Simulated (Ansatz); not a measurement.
The same path of B$_{2}$GeH$_{6}$ (9 atoms, charge 0, multiplicity 1) was run twice with different band settings.

The calculation used RKS PBE0/def2-SVP (Ansatz 0.2.0).

Relaxed end points:

```xyz
9
Properties=species:S:1:pos:R:3
B -1.020 0.643 -1.192
Ge 0.732 0.298 -0.166
B 0.218 -0.969 1.374
H -1.363 -0.092 -2.085
H -1.746 1.556 -0.878
H 1.316 1.618 0.382
H 1.782 -0.362 -1.087
H 0.232 -2.166 1.216
H -0.150 -0.527 2.436
```

```xyz
9
Properties=species:S:1:pos:R:3
B -1.080 0.767 -1.383
Ge 0.105 0.640 0.261
B 0.517 -1.035 1.229
H -1.098 -0.108 -2.212
H -1.847 1.694 -1.490
H 1.146 1.780 0.353
H 1.168 -0.786 0.061
H -0.221 -1.970 1.046
H 1.310 -0.982 2.135
```

Common settings: movable images 5; climbing image yes; spring 5.0 eV/Å²; optimiser quadratic models (default); start path through a guess of the saddle point; iteration limit 60; end points relaxed.

| run | force threshold |
| --- | --- |
| 1 | 0.03 eV/Å |
| 2 | 0.5 eV/Å |

Problem. What does each run give, and how far can it be trusted?

Solution. Run 1: converged after 13 iterations, highest image 0.133 eV above the first end. A vibrational analysis at the climbing image gives one clearly imaginary mode, 405i cm⁻¹: a first-order saddle point.
Run 2: converged after 4 iterations, highest image 0.464 eV above the first end. The threshold of 0.5 eV/Å is loose, so the images may lie well off the minimum-energy path. The order of the stationary point at the top wasn't checked. Another band between the same ends, with other settings, climbed to 0.13 eV only, so this may not be the lowest route.
